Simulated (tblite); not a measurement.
Parent: `[CH3:1][c:2]1[c:3]([F:4])[cH:5][n:6][n:7]1[SiH3:8]`, C4H7FN2Si.

Computed geometry: GFN2-xTB, gas phase. One conformer each, not checked by frequencies here.

```
coordinate of the parent    value
                   C1–C2  1.483 Å
                   C2–C3  1.376 Å
                   C3–F4  1.344 Å
                   C3–C5  1.404 Å
                   C5–N6  1.312 Å
                   N6–N7  1.346 Å
                  N7–Si8  1.759 Å
                   C2–N7  1.359 Å
                C1–C2–C3   130.9°
                C1–C2–N7   123.3°
                C3–C2–N7   105.7°
                C2–C3–F4   126.5°
                C2–C3–C5   106.4°
                F4–C3–C5   127.1°
                C3–C5–N6   109.4°
                C5–N6–N7   107.3°
               N6–N7–Si8   118.2°
                C2–N7–N6   111.1°
               C2–N7–Si8   130.7°
```

Question: How does the shared frame change in `[CH3:1][c:2]1[c:3]([F:4])[cH:5][n:6][n:7]1[SiH2:8][CH2:9][SiH3:10]` with N6–N7–Si8–C9 39°, N7–Si8–C9–Si10 59°, C5H11FN2Si2? Atoms pair as C1 = C1, C2 = C2, C3 = C3, F4 = F4, C5 = C5, N6 = N6, N7 = N7, Si8 = Si8 (parent first).

Answer: 
```json
{"parent": "C1–C2", "relative": "C1–C2", "value in the relative": "1.483 Å", "change": "0.000"}
{"parent": "C2–C3", "relative": "C2–C3", "value in the relative": "1.377 Å", "change": "+0.001"}
{"parent": "C3–F4", "relative": "C3–F4", "value in the relative": "1.345 Å", "change": "+0.001"}
{"parent": "C3–C5", "relative": "C3–C5", "value in the relative": "1.402 Å", "change": "-0.002"}
{"parent": "C5–N6", "relative": "C5–N6", "value in the relative": "1.313 Å", "change": "+0.001"}
{"parent": "N6–N7", "relative": "N6–N7", "value in the relative": "1.345 Å", "change": "-0.001"}
{"parent": "N7–Si8", "relative": "N7–Si8", "value in the relative": "1.765 Å", "change": "+0.006"}
{"parent": "C2–N7", "relative": "C2–N7", "value in the relative": "1.356 Å", "change": "-0.003"}
{"parent": "C1–C2–C3", "relative": "C1–C2–C3", "value in the relative": "130.1°", "change": "-0.8"}
{"parent": "C1–C2–N7", "relative": "C1–C2–N7", "value in the relative": "124.2°", "change": "+0.9"}
{"parent": "C3–C2–N7", "relative": "C3–C2–N7", "value in the relative": "105.7°", "change": "0.0"}
{"parent": "C2–C3–F4", "relative": "C2–C3–F4", "value in the relative": "126.5°", "change": "0.0"}
{"parent": "C2–C3–C5", "relative": "C2–C3–C5", "value in the relative": "106.5°", "change": "+0.1"}
{"parent": "F4–C3–C5", "relative": "F4–C3–C5", "value in the relative": "127.1°", "change": "0.0"}
{"parent": "C3–C5–N6", "relative": "C3–C5–N6", "value in the relative": "109.3°", "change": "-0.1"}
{"parent": "C5–N6–N7", "relative": "C5–N6–N7", "value in the relative": "107.4°", "change": "+0.1"}
{"parent": "N6–N7–Si8", "relative": "N6–N7–Si8", "value in the relative": "116.0°", "change": "-2.2"}
{"parent": "C2–N7–N6", "relative": "C2–N7–N6", "value in the relative": "111.1°", "change": "0.0"}
{"parent": "C2–N7–Si8", "relative": "C2–N7–Si8", "value in the relative": "132.9°", "change": "+2.2"}
```

Of the parent's bonds, N7–Si8 changes most (+0.006 Å). Bonds of the relative outside the shared frame: Si8–C9 1.886, C9–Si10 1.907 Å. Point group Cs → C1.
